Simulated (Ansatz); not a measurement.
The cluster Sn3H2 was relaxed with PBE-D4 (def2-SVP) in Ansatz in these states: neutral quintet, neutral singlet, neutral triplet. The geometries follow in no particular order.

In the def2 sets Sn takes a core potential; there is no spin–orbit coupling.

A:

Cartesian coordinates in Å:
```
Sn -1.492 -0.718 -0.954
Sn 1.280 -1.569 -1.171
Sn 0.632 0.234 1.206
H -1.292 0.339 0.719
H 0.872 1.714 0.200
```

B:

Cartesian coordinates in Å:
```
Sn -1.515 -0.759 0.852
Sn 1.271 -0.411 1.346
Sn 0.135 0.656 -1.221
H -1.839 0.023 -0.823
H 1.948 0.490 -0.153
```

C:

```xyz
5

Sn   -1.7731    0.0558   -1.0331
Sn   -0.6622   -0.9322    1.7059
Sn    1.1312    1.2507   -0.0078
H     0.1977    0.2171   -1.4528
H     1.1065   -0.5914    0.7877
```

Task: Judge from the bond lengths which geometry belongs to which state (an estimate).

Result: A is the neutral triplet (Sn2–H5 3.581 Å, Sn2–Sn3 3.054 Å, Sn1–Sn3 3.175 Å); B is the neutral singlet (Sn2–H5 1.876 Å, Sn2–Sn3 3.003 Å, Sn1–Sn3 3.003 Å); C is the neutral quintet (Sn2–H5 2.022 Å, Sn2–Sn3 3.304 Å, Sn1–Sn3 3.304 Å).
